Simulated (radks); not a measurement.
Correlation energies from several functionals, in hartree. Species: Ca+ [Ar] 4s1; Li [He] 2s1; Cl7+ [Ne]; Cd [Kr] 4d10 5s2. All-electron calculation, non-relativistic Kohn-Sham, exchange-only PBE, spin-polarised, spherical densities, point nucleus. Program: a radial shooting solver on a logarithmic mesh with Libxc functionals. Every spin shell is full or empty, so the densities are truly spherical. Functionals are evaluated on that one density, not self-consistently.

| functional | Ca+ | Li | Cl7+ | Cd |
|---|---|---|---|---|
| PW92 | -1.5353 | -0.15050 | -0.94701 | -4.5483 |
| PZ | -1.5323 | -0.14987 | -0.94524 | -4.5465 |
| Wigner | -0.95789 | -0.10418 | -0.54189 | -2.5589 |
| PBEsol | -0.86996 | -0.064016 | -0.47896 | -2.8677 |
| LYP | -0.80392 | -0.053788 | -0.44583 | -2.4232 |
| P86 | -0.85525 | -0.051923 | -0.47881 | -2.8724 |
| SCAN | -0.74265 | -0.045953 | -0.39261 | -2.5376 |
| r2SCAN | -0.74995 | -0.045997 | -0.39676 | -2.5530 |
